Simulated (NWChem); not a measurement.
System: BSiH₃Cl₂; SMILES [SiH3]B(Cl)Cl

NWChem input:

```
start job
memory heap 200 mb stack 900 mb global 1100 mb
geometry units angstroms noautoz
  B     -0.013505    -0.090245     0.005606
  Cl     1.534053    -0.909618    -0.004619
  Cl    -1.466109    -1.063144    -0.004335
  Si    -0.067643     1.935029     0.005171
  H     -1.458745     2.459732     0.149240
  H      0.509109     2.429336    -1.284973
  H      0.778136     2.459520     1.122225
end
basis spherical
  * library def2-svp
end
dft
  xc pbe0
  iterations 150
  mulliken
end
task dft energy
```

NWChem printed, in part:

```
             Northwest Computational Chemistry Package (NWChem) 7.3.0
             --------------------------------------------------------

 C1  symmetry detected

                             Geometry "geometry" -> ""
                             -------------------------

 Output coordinates in angstroms (scale by  1.889725989 to convert to a.u.)

  No.       Tag          Charge          X              Y              Z
 ---- ---------------- ---------- -------------- -------------- --------------
    1 B                    5.0000    -0.00764693    -0.09882855     0.00707201
    2 Cl                  17.0000     1.58176108    -0.83377154    -0.00023631
    3 Cl                  17.0000    -1.40579394    -1.14850527    -0.00023344
    4 Si                  14.0000    -0.17067951     1.92058757     0.00037645
    5 H                    1.0000    -1.58805881     2.37011779     0.14247639
    6 H                    1.0000     0.37917812     2.44125361    -1.29114098
    7 H                    1.0000     0.64518712     2.49325111     1.11602006

 Effective nuclear repulsion energy (a.u.)     229.1579010526

                                 NWChem DFT Module
                                 -----------------

 Summary of "ao basis" -> "ao basis" (spherical)
 ------------------------------------------------------------------------------
       Tag                 Description            Shells   Functions and Types
 ---------------- ------------------------------  ------  ---------------------
 B                          def2-svp                 6       14   3s2p1d
 Cl                         def2-svp                 8       18   4s3p1d
 Si                         def2-svp                 8       18   4s3p1d
 H                          def2-svp                 3        5   2s1p

            General Information
            -------------------
          SCF calculation type: DFT
          Wavefunction type:  closed shell.
          No. of atoms     :     7
          No. of electrons :    56
           Alpha electrons :    28
            Beta electrons :    28
          Charge           :     0
          Spin multiplicity:     1
          Use of symmetry is: off; symmetry adaption is: off
          Maximum number of iterations: 150
          AO basis - number of functions:    83
                     number of shells:    39
          Convergence on energy requested:  1.00D-06
          Convergence on density requested:  1.00D-05
          Convergence on gradient requested:  5.00D-04

              XC Information
              --------------
                         PBE0 Method XC Functional
                     Hartree-Fock (Exact) Exchange  0.250
          PerdewBurkeErnzerhof Exchange Functional  0.750
            Perdew 1991 LDA Correlation Functional  1.000 local
           PerdewBurkeErnz. Correlation Functional  1.000 non-local

             Grid Information
             ----------------
          Grid used for XC integration:  medium
          Radial quadrature: Mura-Knowles
          Angular quadrature: Lebedev.
          Tag              B.-S. Rad. Rad. Pts. Rad. Cut. Ang. Pts.
          ---              ---------- --------- --------- ---------
          B                   0.85       49           9.0       434
          Cl                  1.00       88          11.0       590
          Si                  1.10       88           9.0       590
          H                   0.35       45          11.0       434
          Grid pruning is: on
          Number of quadrature shells:   448
          Spatial weights used:  Erf1

      Superposition of Atomic Density Guess
      -------------------------------------

 Sum of atomic energies:       -1233.38741443

      Non-variational initial energy
      ------------------------------

 Total energy =   -1234.546192
 1-e energy   =   -2161.006400
 2-e energy   =     697.302307
 HOMO         =      -0.311783
 LUMO         =      -0.004832

     ---------------------------------------------
      Total Density - Mulliken Population Analysis
     ---------------------------------------------

    Atom       Charge   Shell Charges
 -----------   ------   -------------------------------------------------------
    1 B    5     4.49   1.99  0.90  0.17  1.03  0.31  0.09
    2 Cl  17    17.25   2.00  1.99  1.22  0.69  5.94  2.16  3.23  0.02
    3 Cl  17    17.25   2.00  1.99  1.22  0.69  5.94  2.16  3.23  0.02
    4 Si  14    13.82   2.00  1.99  1.03  0.30  5.94  1.19  1.27  0.09
    5 H    1     1.07   0.69  0.36  0.01
    6 H    1     1.06   0.69  0.36  0.01
    7 H    1     1.06   0.69  0.36  0.01

   convergence    iter        energy       DeltaE   RMS-Dens  Diis-err
 ---------------- ----- ----------------- --------- --------- ---------
 d= 0,ls=0.0,diis     1  -1235.6880395077 -1.46D+03  1.26D-02  4.44D-01
 d= 0,ls=0.0,diis     2  -1235.6610874185  2.70D-02  8.23D-03  6.08D-01
 d= 0,ls=0.0,diis     3  -1235.7484175601 -8.73D-02  1.39D-03  1.78D-02
 d= 0,ls=0.0,diis     4  -1235.7510969951 -2.68D-03  2.32D-04  2.26D-04
 d= 0,ls=0.0,diis     5  -1235.7511274097 -3.04D-05  3.97D-05  8.70D-06
  Resetting Diis
 d= 0,ls=0.0,diis     6  -1235.7511288395 -1.43D-06  7.67D-06  2.39D-07
 d= 0,ls=0.0,diis     7  -1235.7511288772 -3.77D-08  1.09D-06  2.51D-09

         Total DFT energy =    -1235.751128877189
      One electron energy =    -2162.866895532326
           Coulomb energy =      780.081484244232
    Exchange-Corr. energy =      -82.123618641683
 Nuclear repulsion energy =      229.157901052587

 Numeric. integr. density =       55.999999086486

                       DFT Final Molecular Orbital Analysis
                       ------------------------------------

 Vector   26  Occ=2.000000D+00  E=-3.528622D-01
              MO Center=  2.3D-01, -8.9D-01, -2.4D-03, r^2= 3.5D+00
   Bfn.  Coefficient  Atom+Function         Bfn.  Coefficient  Atom+Function
  ----- ------------  ---------------      ----- ------------  ---------------
    27      0.480291  2 Cl pz                45     -0.437853  3 Cl pz
    24      0.357492  2 Cl pz                42     -0.323370  3 Cl pz
    21      0.207120  2 Cl pz                39     -0.187542  3 Cl pz
    63     -0.055737  4 Si pz                74      0.051341  6 H  s
    79     -0.050091  7 H  s                 60     -0.044208  4 Si pz

 Vector   27  Occ=2.000000D+00  E=-3.347939D-01
              MO Center=  2.9D-02, -6.1D-01,  1.8D-02, r^2= 4.4D+00
   Bfn.  Coefficient  Atom+Function         Bfn.  Coefficient  Atom+Function
  ----- ------------  ---------------      ----- ------------  ---------------
    26      0.359018  2 Cl py                43      0.338940  3 Cl px
    44     -0.279264  3 Cl py                23      0.271545  2 Cl py
    25      0.270613  2 Cl px                40      0.257591  3 Cl px
    41     -0.214607  3 Cl py                22      0.205812  2 Cl px
    20      0.155985  2 Cl py                37      0.148196  3 Cl px

 Vector   28  Occ=2.000000D+00  E=-3.057090D-01
              MO Center= -3.2D-02,  2.1D-01, -7.4D-04, r^2= 4.0D+00
   Bfn.  Coefficient  Atom+Function         Bfn.  Coefficient  Atom+Function
  ----- ------------  ---------------      ----- ------------  ---------------
    44      0.344355  3 Cl py                26      0.341857  2 Cl py
     5      0.303592  1 B  py                59      0.259474  4 Si py
    41      0.247995  3 Cl py                23      0.242387  2 Cl py
    62      0.209396  4 Si py                 2     -0.176788  1 B  s
    38      0.142551  3 Cl py                56     -0.141421  4 Si py

 Vector   29  Occ=0.000000D+00  E=-7.510340D-02
              MO Center= -5.5D-03,  4.1D-02,  5.4D-03, r^2= 3.1D+00
   Bfn.  Coefficient  Atom+Function         Bfn.  Coefficient  Atom+Function
  ----- ------------  ---------------      ----- ------------  ---------------
     6      0.559825  1 B  pz                 9     -0.470725  1 B  pz
    45      0.333779  3 Cl pz                27      0.327378  2 Cl pz
    75     -0.265267  6 H  s                 80      0.240220  7 H  s
    63     -0.227796  4 Si pz                42      0.174290  3 Cl pz
    24      0.167021  2 Cl pz                74     -0.114146  6 H  s

 Vector   30  Occ=0.000000D+00  E= 3.984977D-02
              MO Center= -1.1D-01,  1.4D+00, -1.4D-02, r^2= 4.2D+00
   Bfn.  Coefficient  Atom+Function         Bfn.  Coefficient  Atom+Function
  ----- ------------  ---------------      ----- ------------  ---------------
    61      1.167193  4 Si px                70      0.990313  5 H  s
    80     -0.617252  7 H  s                 75     -0.437158  6 H  s
     3     -0.322551  1 B  s                  7      0.295664  1 B  px
    36      0.282937  3 Cl s                 44      0.250928  3 Cl py
     4     -0.201866  1 B  px                58      0.202611  4 Si px

 Vector   31  Occ=0.000000D+00  E= 6.030430D-02
              MO Center= -1.8D-01,  2.0D+00, -4.1D-04, r^2= 3.9D+00
   Bfn.  Coefficient  Atom+Function         Bfn.  Coefficient  Atom+Function
  ----- ------------  ---------------      ----- ------------  ---------------
    62      1.698920  4 Si py                 3      1.276834  1 B  s
     8      0.806863  1 B  py                54     -0.577068  4 Si s
     2      0.555361  1 B  s                 75     -0.462961  6 H  s
    80     -0.460213  7 H  s                 70     -0.433139  5 H  s
    53      0.286331  4 Si s                 44     -0.158774  3 Cl py

     ---------------------------------------------
      Total Density - Mulliken Population Analysis
     ---------------------------------------------

[...]
```

Level: PBE0/def2-SVP. Coordinates come from a PBE0/def2-SVP optimisation.
